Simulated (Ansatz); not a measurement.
## Four-centre ligand exchange

Start structure (BH$_{2}$Cl$_{3}$O, closed shell), relaxed at PBE0-D4/def2-TZVP:

B1  (0.252, -0.499, 0.288)
Cl2  (1.950, 0.157, 0.309)
Cl3  (-0.093, -1.642, -1.087)
Cl4  (-0.375, -1.026, 1.878)
H5  (0.000, 1.550, -0.306)
O6  (-0.633, 0.837, -0.130)
H7  (-1.101, 0.623, -0.952)
(Å)

The step: BCl₃ ([Cl][B]([Cl])[Cl]) + H₂O → BHCl₂O ([OH][B]([Cl])[Cl]) + HCl; bonds formed: Cl2–H5; dative contacts that become bonds: B1–O6; bonds broken: B1–Cl2, H5–O6. Ansatz 0.2.0; basis: def2-TZVPP and def2-QZVPP; cores frozen in the correlated methods. Extrapolation: Hartree–Fock as exp(−7.88 √X), correlation as X^−2.97. Energies below are by CCSD(T) at an estimated basis limit (MP2 extrapolated from triple and quadruple zeta, plus CCSD(T) − MP2 in triple zeta).

(1) What are the electronic barrier and the energy of the step, from the start structure to the end structure? (An estimate is asked for; the value comes from the calculation.)

The T1 diagnostic stays at or below 0.011.

Answers

(1) The calculation gives: Barrier 83.2 kJ/mol; step energy -35.4 kJ/mol (downhill); reverse barrier, their difference, 118.6 kJ/mol. Barrier and step energy count from the start structure, the reverse barrier from the end structure.

The saddle point: One imaginary mode of 1015i cm⁻¹.
```csv
pair,start (Å),saddle (Å),end (Å)
B1–O6,1.66,1.48,1.35
Cl2–H5,2.47,1.53,1.29
B1–Cl2,1.82,2.24,4.26
H5–O6,0.97,1.24,2.00
```

Zero-point energy (harmonic, PBE0-D4): ZPE is 87.6 kJ/mol at the start and 74.7 kJ/mol at the saddle, so the barrier goes from 83.2 to 70.4 kJ/mol.

The step is the kind of ligand exchange by which a precursor binds to a hydroxyl group, or is hydrolysed, in atomic layer deposition of oxides.

Labels in which every atom is bracketed show which atoms are joined, not bond orders.

For scale, one of the runs: CCSD(T)/def2-TZVPP, 216 basis functions, launched by `ansatz run in.yaml --threads 4 --pin off --events-out ev --progress --plain --max-ram 9574MiB`. The run took 32 s on 4 CPU threads of an AMD EPYC 9R45 (shared host), with 3 GiB of host memory at its peak.
